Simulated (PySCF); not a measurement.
Compound: C₂H₁₁O₂Si₃ (doublet state).
Geometry (GFN2-xTB, Å), atoms numbered from 1 in this order:
```
atom  x, y, z in Å
C1     2.6546    0.2901   -0.1246
C2     1.4469    0.0043   -1.0055
O3     0.6156   -0.9638   -0.4474
Si4   -0.3760   -0.8790    0.8534
Si5   -2.0726   -2.3453    0.3921
O6    -0.9558    0.6552    0.9307
Si7   -1.2852    2.1646    0.4636
H8     3.2053   -0.6290    0.0589
H9     2.3217    0.6923    0.8295
H10    3.3095    1.0090   -0.6094
H11    1.7687   -0.3758   -1.9817
H12    0.8765    0.9305   -1.1579
H13   -3.0010   -2.2560    1.5234
H14   -2.9197   -2.3052   -0.8129
H15   -1.4790   -3.6845    0.4078
H16   -0.0567    2.9484    0.6102
H17   -2.3509    2.6058    1.3568
H18   -1.7106    2.1447   -0.9385
```

The hyperfine couplings belong to this conformer and change with its torsions.

Identity: `CCO[Si]([SiH3])O[SiH3]` [radical].

Method used: UKS B3LYP, pcH-1 on C H O Si, non-relativistic, mean-field spin-orbit, GIAO in PySCF 2.14.0. Isolated species at its GFN2-xTB geometry (one conformer only). Couplings are sensitive to structure, and on GFN2-xTB geometries they can be far from those on DFT ones, by a factor of two or more for some ions and for spin on atoms past the first row. The SCF solution wasn't tested for stability.

Task: Break the g tensor into its mass correction, gauge correction and orbital-Zeeman/spin–orbit terms.

Result: 
```tsv
Δg (ppm)	1	2	3
relativistic mass correction	-188	-188	-188
gauge correction	58	10	55
orbital Zeeman/spin–orbit	-1230	3	894
total	-1360	-175	761
```

So g = 2.00096, 2.00214, 2.00308 and g_iso = 2.00206; the tensor is rhombic: the two nearest values differ by 44 % of g3 − g1. Axes: g2 points within 2° of the Si5–H14 bond.

Task: How much does each term add to the isotropic shift?

Result: The mass correction -188, the orbital-Zeeman/spin–orbit term -111 and the gauge correction 41 ppm, for a total of -258 ppm. The mass correction is the largest in size. The mass correction is the same along every axis, so the anisotropy comes from the other two: their spans along these axes are 49 (gauge) and 2124 ppm (orbital Zeeman/spin–orbit).

Task: At 9.319 GHz, how far is the centre of the isotropic spectrum from where a free electron (g = 2.002319) resonates?

Result: B = hν/(g μB) with μB/h = 13.99624 MHz/mT gives 332.53 mT for the free electron and 332.57 mT at g_iso, 0.04 mT higher.

Task: In a frozen sample, at which fields do the three g values resonate at 9.5, 34, 94 and 263 GHz (hyperfine left aside), and which band first spreads them over more than twice a line width of 0.3 mT?

Result: 
```csv
band,GHz,B(g3) mT,B(g2) mT,B(g1) mT,spread mT
X,9.5,338.85,339.01,339.21,0.36
Q,34.0,1212.74,1213.31,1214.03,1.29
W,94.0,3352.88,3354.45,3356.43,3.55
J,263.0,9380.93,9385.32,9390.87,9.94
```

The spread grows in proportion to the frequency. Q band is the first where it exceeds 0.6 mT.

The Mulliken spin populations are largest on Si4 (+0.71), Si5 (+0.13) and O3 (+0.08). Si4 is the only atom above +0.15. The angles at Si4 add up to 322.5°, so it is pyramidal.

The HOMO–LUMO gaps are 4.92 eV among the α and 5.58 eV among the β orbitals.
